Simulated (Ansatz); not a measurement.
`C[SiH2][TeH]` + H–F → `C[SiH2]F` + H₂Te at 700 K and 1 bar (ligand exchange at the Si–Te bond).

Isolated molecules relaxed with PBE0-D4/def2-TZVP in Ansatz; ΔE leaves out vibrations. CCSD(T)/CBS is the MP2 limit (def2-TZVPP, def2-QZVPP) plus CCSD(T) − MP2 in def2-TZVPP, frozen cores. This one scheme is used for every species. Elements past krypton have def2 core potentials. For Te outer-core shells are correlated without core-valence functions, which leaves a few kJ/mol of doubt a bond.

```csv
species,CCSD(T)/CBS energy (Eh),H − E (kJ/mol),S (J/(mol·K))
`C[SiH2][TeH]`,-598.49179,226.3,435.2
H–F,-100.39570,45.2,198.5
`C[SiH2]F`,-430.00374,203.1,369.0
H₂Te,-268.91024,57.2,261.6
```

H − E and S are ideal-gas, rigid-rotor, harmonic terms from PBE0-D4/def2-TZVP, for one conformer and one mirror image of each species. 1 Eh = 2625.50 kJ/mol, R = 8.31446 J/(mol·K).

By hand: ΔE, ΔH, ΔS and ΔG.

ΔE = (-430.00374) + (-268.91024) − (-598.49179) − (-100.39570) = -0.02649 Eh = -69.5 kJ/mol. Δ(H − E) = 203.1 + 57.2 − 226.3 − 45.2 = -11.2, so ΔH = -80.7 kJ/mol. ΔS = 369.0 + 261.6 − 435.2 − 198.5 = -3.1 J/(mol·K). ΔG = -80.7 − 700 × (-3.1)/1000 = -78.5 kJ/mol.

By hand: the equilibrium constant, and the temperature at which ΔG would vanish if ΔH and ΔS stayed fixed.

log₁₀ K = −ΔG/(RT ln 10) = 5.9. ΔG = 0 at ΔH/ΔS = 26032 K, far beyond where these terms or the molecules hold.

The number of gas molecules stays the same, so ΔS is small and ΔH decides. A doubt of 5 kJ/mol in ΔE shifts log₁₀ K by 0.4 here. Other conformers and mirror images would add mixing entropy, several J/(mol·K) or more a flexible species. These are equilibria of isolated gas molecules and say nothing of rates. Largest T1 diagnostic: 0.010 (customary marks: 0.02 for closed shells, 0.045 for open ones).
